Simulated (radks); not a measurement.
Valence configurations of Sm+ (all share [Xe]). Calculated with a radial shooting solver on a logarithmic mesh with Libxc functionals: Dirac Kohn-Sham, PBEsol, spin-unpolarised, spherical densities, point nucleus; open shells are shared between the two j in proportion to 2j + 1. Energies are relative to 4f6 6s1; eigenvalues in eV.

valence          E (eV)  e(4f5/2)  e(4f7/2)  e(5d3/2)  e(5d5/2)  e(6p1/2)
4f6 6s1           0.000    -8.913    -8.371         -         -         -
4f5.5 6s1 6p0.5   2.500   -13.259   -12.689         -         -    -6.391
4f6.5 6s0.5       0.513    -5.784    -5.270         -         -         -
4f5.5 6s0.5 6p1   4.201   -13.854   -13.283         -         -    -6.682
4f5 6s2           3.196   -16.857   -16.259         -         -         -
4f6 6p1           3.114   -10.114    -9.570         -         -    -6.166
4f5.5 5d0.5 6s1   1.182   -11.587   -11.018    -8.028    -7.768         -
4f5 5d1 6s1       3.435   -14.538   -13.943    -8.707    -8.419         -
4f5.5 6s1.5       0.803   -12.655   -12.084         -         -         -
4f4.5 6s2 6p0.5   9.378   -22.023   -21.397         -         -    -7.385

NIST lists [Xe] 4f6 6s1 as the ground configuration; this level of theory agrees among the configurations tried. The energies are those of spherical spin-averaged densities, not of single terms.
